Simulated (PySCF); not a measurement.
Curvature of the energy in the electron number along the 5p block

Calculated with PySCF 2.14, in def2-TZVP with the def2 core potential (28 electrons), ECP: one orbital is emptied in steps, and each cell gives the departure of E from the straight line at half an electron, in eV (from a cubic fit). The exact functional gives zero.

```json
{"species": "In", "orbital": "5p alpha", "LDA": "-0.74", "PBE": "-0.71", "r2SCAN": "-0.66", "PBE0": "-0.51", "BHandHLYP": "-0.35", "LC-wPBE": "0.02", "UHF": "0.06"}
{"species": "Sn", "orbital": "5p alpha", "LDA": "-0.83", "PBE": "-0.80", "r2SCAN": "-0.74", "PBE0": "-0.57", "BHandHLYP": "-0.38", "LC-wPBE": "0.01", "UHF": "0.10"}
{"species": "Sb", "orbital": "5p alpha", "LDA": "-0.92", "PBE": "-0.89", "r2SCAN": "-0.82", "PBE0": "-0.63", "BHandHLYP": "-0.40", "LC-wPBE": "-0.01", "UHF": "0.12"}
{"species": "Te", "orbital": "5p beta", "LDA": "-0.91", "PBE": "-0.88", "r2SCAN": "-0.79", "PBE0": "-0.62", "BHandHLYP": "-0.40", "LC-wPBE": "0.02", "UHF": "0.17"}
{"species": "I", "orbital": "5p beta", "LDA": "-1.00", "PBE": "-0.96", "r2SCAN": "-0.87", "PBE0": "-0.67", "BHandHLYP": "-0.42", "LC-wPBE": "-0.01", "UHF": "0.20"}
{"species": "Xe", "orbital": "5p beta", "LDA": "-1.07", "PBE": "-1.03", "r2SCAN": "-0.94", "PBE0": "-0.72", "BHandHLYP": "-0.44", "LC-wPBE": "-0.04", "UHF": "0.22"}
```

Question: How does the mean departure depend on the functional?

Answer: LDA -0.91 eV; PBE -0.88 eV; r2SCAN -0.80 eV; PBE0 -0.62 eV; BHandHLYP -0.40 eV; LC-wPBE 0.00 eV; UHF 0.14 eV. Semilocal functionals are convex (delocalisation error), Hartree-Fock is concave or straight, and exact exchange removes curvature roughly in proportion to its share, so among the functionals the range-separated hybrids usually come closest to zero.

No spin-orbit coupling is included.
